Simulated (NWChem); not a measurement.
# H2SeO2; SMILES O[Se]O

```xyz
5

Se     0.3926    -0.0102     0.0000
O     -0.7306    -0.0904     1.3936
H     -0.9998     0.8128     1.6068
O     -0.7306    -0.0904    -1.3936
H     -0.9998     0.8128    -1.6068
```
Atoms are numbered in this order, from 1.

Results from NWChem. Geometry: optimised at PBE0/def2-SVP. Static field.

### Question
Predict the results for PBE/def2-SVPD. Quantities: isotropic polarisability (bohr³); anisotropy (bohr³).

### Answer
```
Item                              Result
--------------------------------  ------
isotropic polarisability (bohr³)    40.7
anisotropy (bohr³)                   8.7
```
